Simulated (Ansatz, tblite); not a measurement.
Removing an electron: SiH2Me(vinyl) (C3H8Si). Charge 0, multiplicity 1. Geometry: r2SCAN-D4/def2-SVP. Ansatz, gas phase; energy differences of separate SCF runs; the oxidised species was run as a doublet alone.

Cartesian coordinates in Å:
```
Si 0.2305 0.4267 0.7214
H 0.5922 -0.6269 1.7211
H 0.9683 1.6832 1.0714
C -1.6179 0.7749 0.7711
H -1.9241 1.1493 1.7610
H -2.1942 -0.1390 0.5573
H -1.8957 1.5348 0.0233
C 0.7696 -0.1666 -0.9709
C 1.3232 -1.3664 -1.2082
H 0.6186 0.5027 -1.8316
H 1.5090 -2.0861 -0.4005
H 1.6205 -1.6866 -2.2153
```

The xTB rows come from tblite.

Task: Estimate orbital energies and vertical ionisation energies at: GFN1-xTB; GFN2-xTB; PBE-D4/def2-TZVP; r2SCAN-D4/def2-TZVP; PBE0-D4/def2-TZVP.

Result: 
| level | −HOMO (eV) | vertical IE (eV) | −LUMO (eV) | HOMO–LUMO gap (eV) |
| --- | --- | --- | --- | --- |
| GFN1-xTB | 11.87 | 14.60 | 7.40 | 4.47 |
| GFN2-xTB | 10.71 | 13.59 | 6.25 | 4.46 |
| PBE-D4/def2-TZVP | 6.69 | 9.67 | 1.44 | 5.25 |
| r2SCAN-D4/def2-TZVP | 6.90 | 9.69 | 1.22 | 5.68 |
| PBE0-D4/def2-TZVP | 7.80 | 9.85 | 0.43 | 7.37 |

Relaxing the oxidised species (r2SCAN-D4/def2-SVP) changes its energy by -0.37 eV at PBE-D4/def2-TZVP, so the adiabatic ionisation energy to this nearest minimum is 9.30 eV. At PBE0-D4/def2-TZVP it is 9.46 eV.   Raw xTB energy differences between charge states are shifted by several eV; the methods need an empirical correction for them.
